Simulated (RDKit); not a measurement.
A run for RDKit: MMFF94 on CH10Si2 (a complex).

```python
from rdkit import Chem
from rdkit.Chem import AllChem, rdDetermineBonds

blocks = [
'''5

C     0.05535167   -0.12600641    0.04638941
H    -0.37250102   -1.04826816    0.43674512
H    -0.53475486    0.72179821    0.39153250
H     1.07997198   -0.02251147    0.39980190
H     0.04670512   -0.15459481   -1.04226216
''',
'''8

Si    1.05887991    0.45347875    4.16453342
Si   -1.12660574   -0.29619387    3.76817541
H     1.78718792   -0.52480547    5.00905104
H     1.02944909    1.75722643    4.87169384
H     1.79857404    0.62267042    2.89152055
H    -1.10975219   -1.60765492    3.07706994
H    -1.86694586    0.67584700    2.92875420
H    -1.84534063   -0.45123759    5.05689652
''',
]
mol = None
for b in blocks:
    f = Chem.MolFromXYZBlock(b)
    rdDetermineBonds.DetermineBonds(f, charge=0)
    mol = f if mol is None else Chem.CombineMols(mol, f)
Chem.SanitizeMol(mol)
print(Chem.MolToSmiles(Chem.RemoveHs(mol)))
ff = AllChem.MMFFGetMoleculeForceField(mol, AllChem.MMFFGetMoleculeProperties(mol), nonBondedThresh=100.0, ignoreInterfragInteractions=False)
e = ff.CalcEnergy()
print(f'MMFF94 energy {e:.6f} kcal/mol')
```

Program output:

```
C.[SiH3][SiH3]
MMFF94 energy 23.198734 kcal/mol
```

The run finished.

Cost: about 0.05 core-seconds (a rough figure).
